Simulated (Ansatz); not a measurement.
CH₆BFGeSi (`F[B]1C[SiH2][GeH2]1`), relaxed with RKS PBE0-D4/def2-TZVP in Ansatz 0.2.0 from a PBE-D4/def2-SVP geometry. The force threshold is 0.005 eV/Å; the program also tests the step.

Charge 0, multiplicity 1.

Start:

```xyz
11

F     0.107    2.672   -0.281
B     0.023    1.349   -0.161
C     1.004    0.465    0.719
Si    0.253   -1.279    0.366
Ge   -1.314   -0.064   -1.007
H     0.984    0.768    1.791
H     2.064    0.579    0.397
H     1.222   -2.206   -0.319
H    -0.272   -1.948    1.608
H    -2.805   -0.034   -0.571
H    -1.267   -0.303   -2.541
```

Task: By how much does the energy fall, and how many steps does the optimiser take? (An estimate is asked.)

Result: Ansatz gave: 0.03 eV, in 6 steps.

Task: Which bonds change most? (An estimate is asked.)

Result: The calculation gave: C3–Si4 from 1.931 to 1.908 Å; Si4–Ge5 from 2.412 to 2.393 Å; Si4–H9 from 1.506 to 1.488 Å; Si4–H8 from 1.506 to 1.488 Å.

Task: Give the relaxed structure. (An estimate is asked.)

Result: The calculation gave: 
```xyz
11

F     0.105    2.647   -0.277
B     0.023    1.337   -0.162
C     0.999    0.460    0.714
Si    0.256   -1.263    0.368
Ge   -1.305   -0.074   -1.002
H     0.975    0.756    1.770
H     2.043    0.572    0.395
H     1.207   -2.182   -0.313
H    -0.269   -1.927    1.592
H    -2.778   -0.031   -0.562
H    -1.256   -0.295   -2.523
```
